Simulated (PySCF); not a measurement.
H₃Si, SMILES [SiH3+], charge +1. Atoms are numbered in the order given.

```xyz
4

Si     0.0000     0.0000     0.0000
H      1.4722     0.0000     0.0000
H     -0.7361     1.2750     0.0000
H     -0.7361    -1.2750     0.0000
```
Charge +1, spin multiplicity 1.

Geometry: PBE0-D3(BJ)/def2-TZVPD.

All values below come from B3LYP/pcJ-2 (PySCF).

Isotropic couplings with Fermi-contact, spin-dipole and both spin-orbit terms, one fixed conformer, no vibrational averaging. Isotopes: 1H, 29Si.

```
pair    bonds apart  J (Hz)
------  -----------  ------
Si1–H2            1     [?]
Si1–H3            1     [?]
Si1–H4            1     [?]
H2–H3             2    48.9
H2–H4             2    48.9
H3–H4             2    48.9
```

Task: Complete the blanks. (Estimate from the structure and the level; the computed values follow.)

Result: 
- Si1–H2, J (Hz): -319.2
- Si1–H3, J (Hz): -319.2
- Si1–H4, J (Hz): -319.2
